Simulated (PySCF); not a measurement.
**Electron correlation in Ga⁺ (gallium, charge +1)**

[Ar] 3d10 4s2, closed-shell 1S. Computed with PySCF 2.14 in x2c-TZVPall, with the spin-free X2C one-electron Hamiltonian (Gaussian nucleus). Frozen: [Ar] 3d10; 2 electrons correlated.

Total MP2 correlation energy: -26.18 mhartree.

Same-spin part 0.00 and opposite-spin part -26.18 mhartree; SCS-MP2 scales them by 1/3 and 6/5 to -31.41 mhartree.

With two correlated electrons CCSD is exact within the correlated space (frozen core and kept virtual orbitals).

```json
{"level": "CCSD", "correlation energy (mhartree)": "-36.70"}
```

Diagnostics: T1 = 0.0061, D1 = 0.0086, largest double amplitude 0.096.

Problem. Is a single reference adequate?

Solution. Mostly. T1 lies below 0.03, but a double amplitude of this size points to a near-degeneracy that CCSD handles and MP2 describes poorly.
